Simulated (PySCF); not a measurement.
These 3 structures share the formula C9H12O. Method: PBE0-D3(BJ)/def2-SVP geometry optimisation, gas phase (PySCF). One conformer each; no zero-point energy, no entropy. No frequencies were run at this level. Point groups hold within 0.08 Å.

Question: Rank from lowest to highest electronic energy at this level (kcal/mol).
A. `[CH3:1][CH:2]([CH3:3])[c:4]1[cH:5][cH:6][c:7]([OH:8])[cH:9][cH:10]1` with C1–C2–C4–C5 63°, C6–C7–O8–H 0° (4-isopropylphenol)
B. `[CH3:1][O:2][C:3]1=[CH:4][CH:5]=[CH:6][C:7]12[CH2:8][CH2:9][CH2:10]2` with C1–O2–C3–C4 0°
C. `[CH3:1][O:2][c:3]1[cH:4][cH:5][cH:6][c:7]([CH3:8])[c:9]1[CH3:10]` with C1–O2–C3–C4 1° (2,3-dimethylanisole)

Answer: A (0.0), C (6.8), B (49.6).

As drawn, the lowest has an aromatic ring and an O–H bond, which the highest lacks; the highest has a four-membered ring, a C=C bond outside aromatic rings and a quaternary carbon, which the lowest lacks.

```csv
SMILES,E (Eh),E rel (kcal/mol),dipole (D),point group,"A, B, C (MHz)"
CC(C)c1ccc(O)cc1,-424.62891,0.0,1.33,Cs,"3315, 731.2, 688.0"
COc1cccc(C)c1C,-424.61806,6.8,0.88,Cs,"2210, 1112, 750.3"
COC1=CC=CC12CCC2,-424.54993,49.6,1.22,Cs,"2023, 1248, 881.8"
```

Q: As an exercise, what shares would exp(−E/RT) give at 2000 K from these electronic energies alone (no entropy, no degeneracies)?

A: RT = 3.974 kcal/mol: CC(C)c1ccc(O)cc1 84.7 %, COc1cccc(C)c1C 15.3 %, COC1=CC=CC12CCC2 under 0.1 %.
